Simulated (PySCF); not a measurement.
Computed shifts of a molecule C₆H₆O, KT2/pcSseg-1 run with PySCF, GIAO, gas phase, equivalent atoms averaged, in ppm (number of nuclei): ¹³C: 195.6 (1), 143.3 (1), 136.8 (1), 136.2 (1), 115.8 (1), 45.9 (1). ¹H: 7.15 (1), 6.85 (1), 6.40 (1), 5.83 (1), 3.34 (2). References: ¹³C against TMS (σ = 185.1 ppm); ¹⁷O against H2O (σ = 330.4 ppm); ¹H against TMS (σ = 31.47 ppm), references at their B3LYP-D3(BJ)/def2-TZVP geometries, non-relativistic. The structure is a stationary point at PBE-D3(BJ)/def2-SVP. The values are those of a single conformer.

### Question
Which structure fits?
A. C#C[C@H]1C[C@H]1C=O
B. C=C=C1CCC1=O
C. C=c1ccoc1=C
D. C=C1C=CCC1=O

### Answer
D, C=C1C=CCC1=O
